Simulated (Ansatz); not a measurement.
`[Cl][Ga]([Cl])[Br]` + `[K][Br]` → `[Cl][Ga]([Br])[Br]` + `[Cl][K]`  (redistribution)

Program: Ansatz. Geometries: PBE0-D4/def2-TZVP. ΔE: electronic, gas phase. CBS: MP2 limit from def2 TZ/QZ plus the TZ coupled-cluster correction, frozen cores. Functionals use def2-TZVPP. For Br, Ga, K outer-core shells are correlated without core-valence functions, which leaves a few kJ/mol of doubt a bond. Scalar relativity is left out up to krypton.

| species | revPBE energy (Eh) |
| --- | --- |
| `[Cl][Ga]([Cl])[Br]` | -5419.07325 |
| `[K][Br]` | -3173.83685 |
| `[Cl][Ga]([Br])[Br]` | -7532.88041 |
| `[Cl][K]` | -1060.02564 |

Question: Work out ΔE.

Answer: ΔE = (-7532.88041) + (-1060.02564) − (-5419.07325) − (-3173.83685) = 0.00405 Eh = +10.6 kJ/mol. CCSD(T)/CBS gives +7.4 kJ/mol.

Question: What do rigid-rotor, harmonic-oscillator terms from PBE0-D4/def2-TZVP frequencies (298.15 K, 1 bar) make of the CCSD(T)/CBS value? (Best estimate.)

Answer: Computed: ΔZPE = -0.6 kJ/mol, ΔH = +7.0 kJ/mol, ΔS = 0 J/(mol·K), ΔG = +7.0 kJ/mol.

Largest T1 diagnostic among the species: 0.010.

Leaving LDA and LC-ωPBE aside and taking each functional with its dispersion term where it has one, the values, not all of them listed here, spread over 6.1 kJ/mol, from BLYP-D4 to PBE-QIDH. At CCSD(T), def2-SVP lies +22.7 kJ/mol from the extrapolated value and def2-TZVPP +7.1 kJ/mol. In def2-TZVPP, CCSD(T) changes the Hartree–Fock value by −6.2 kJ/mol (the triples alone add −0.2 kJ/mol) and MP2 by −7.5 kJ/mol.
